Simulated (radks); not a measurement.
The numbers below are computed, except where a source is named.
Isoelectronic series with 7 electrons, each ion in its NIST ground configuration. Code: a radial shooting solver on a logarithmic mesh with Libxc functionals. Model: Dirac Kohn-Sham, PBE, spin-unpolarised, spherical densities, point nucleus; open shells fill j = l - 1/2 first. Total energies (hartree) and mean radii <r> (bohr):

| ion | configuration | E (hartree) | 2p3/2 | 2p1/2 | 2s1/2 | 1s1/2 |
|---|---|---|---|---|---|---|
| N | [He] 2s2 2p3 | -54.45374 | 1.485 | 1.483 | 1.320 | 0.2297 |
| P8+ | [He] 2s2 2p3 | -305.87262 | 0.4261 | 0.4244 | 0.4763 | 0.1033 |
| V16+ | [He] 2s2 2p3 | -768.99814 | 0.2523 | 0.2500 | 0.2891 | 0.06622 |
| Ga24+ | [He] 2s2 2p3 | -1448.86415 | 0.1792 | 0.1761 | 0.2064 | 0.04846 |
| Ag40+ | [He] 2s2 2p3 | -3493.12822 | 0.1131 | 0.1085 | 0.1290 | 0.03103 |
| Cs48+ | [He] 2s2 2p3 | -4883.2492 | 0.09524 | 0.08987 | 0.1075 | 0.02604 |
| Eu56+ | [He] 2s2 2p3 | -6543.3568 | 0.08213 | 0.07593 | 0.09139 | 0.02226 |
